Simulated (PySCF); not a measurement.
**`NC=C=Cc1ncncn1`, C$_{6}$H$_{6}$N$_{4}$**

Geometry:
```
atom   x (Å)   y (Å)   z (Å)
  N1  -3.745   0.523  -0.172
  C2  -2.780  -0.198   0.516
  C3  -1.595  -0.573   0.088
  C4  -0.405  -0.964  -0.322
  C5   0.832  -0.213  -0.078
  N6   1.966  -0.749  -0.550
  C7   3.065  -0.047  -0.312
  N8   3.125   1.111   0.338
  C9   1.941   1.553   0.761
 N10   0.777   0.950   0.588
 H11  -4.319   1.115   0.416
 H12  -3.406   1.018  -0.989
 H13  -3.083  -0.536   1.515
 H14  -0.261  -1.897  -0.882
 H15   4.011  -0.461  -0.686
 H16   1.933   2.507   1.304
```

Computed with quadratic response CAM-B3LYP/aug-cc-pVDZ first hyperpolarisability, Taylor convention, gas phase in PySCF. Geometry: PBE0-D3(BJ)/def2-SVP.

(1) Give the tensor of the second harmonic β(−2ω;ω,ω) at 1907 nm in the axes of these coordinates.

Results:

(1) In au, Taylor convention; rows are the first index (the induced dipole):
```
       xx     yy     zz      xy     xz     yz
x  -487.9  -64.5  +29.1  -135.9  -82.1   -7.0
y  -131.8  +36.5  +13.4   -63.7   -6.8   +6.8
z   -78.6   +6.8  +27.1    -6.6  +28.3  +13.2
```
Norm of βᵢ = ⅓ Σⱼ (βᵢⱼⱼ + βⱼᵢⱼ + βⱼⱼᵢ): 532.2 au, hyper-Rayleigh value 230.1 au.
